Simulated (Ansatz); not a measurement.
Ligands exchanged one at a time, B SiH3-SH. Gas-phase values, no solvent. One relaxed conformer stands for each flexible species; it need not be the lowest. Strings in code marks are SMILES.

Quantity: vertical ionisation energy (energy after one electron is removed minus that of the parent at the parent's geometry), in eV.

A: `[SiH3]B([SiH3])S` (Si–B–S–H torsion 1°)
B: `[SiH3]B([SiH3])[SiH3]`
C: `SB(S)S`

Task: Order them by vertical ionisation energy (energy after one electron is removed minus that of the parent at the parent's geometry) (lowest first) at the level frozen-core MP2/cc-pVTZ // B3LYP-D3(BJ)/def2-TZVP (Ansatz, an electronic-structure program).

Result: A (9.81 eV), C (9.91 eV), B (10.05 eV)
